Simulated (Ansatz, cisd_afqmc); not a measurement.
Species: Re, charge 0, sextet.

Total energies in def2-QZVPP, 7 correlated electrons, 4 frozen orbitals. UHF or UKS for unpaired electrons; spin-orbit terms are left out. Correlated methods leave the cores frozen (noble-gas shells, and filled d and f shells in the p block). Past Kr the def2 sets carry scalar-relativistic core potentials. AFQMC/CISD: phaseless, guided by CISD from CCSD amplitudes; bars are statistical, one sigma. Outlying blocks are dropped, and bars are widened where a walk drifts. Over all cases where full CI ran beside it in this data, AFQMC minus full CI had a median of +0.1 mEh and passed +0.4 mEh in a tenth of the cases. The UHF reference of Re ([Re], sextet) is spin-contaminated (<S^2> up to 0.05 over the pure value in the sets run).

```json
[
 {"method": "HF", "program": "Ansatz", "energy (Eh)": "-77.53531", "minus CCSDT(Q) (mEh)": "146.07"},
 {"method": "MP2", "program": "Ansatz", "energy (Eh)": "-77.66491", "minus CCSDT(Q) (mEh)": "16.47"},
 {"method": "CCSD", "program": "Ansatz", "energy (Eh)": "-77.67404", "minus CCSDT(Q) (mEh)": "7.33"},
 {"method": "CCSD(T)", "program": "Ansatz", "energy (Eh)": "-77.68053", "minus CCSDT(Q) (mEh)": "0.85"},
 {"method": "CCSDT(Q)", "program": "Ansatz", "energy (Eh)": "-77.68138", "minus CCSDT(Q) (mEh)": "0.00"},
 {"method": "AFQMC/CISD", "program": "cisd_afqmc", "energy (Eh)": "-77.6813 ± 0.0003", "minus CCSDT(Q) (mEh)": "0.0 ± 0.3"}
]
```

Ansatz is an electronic-structure program.
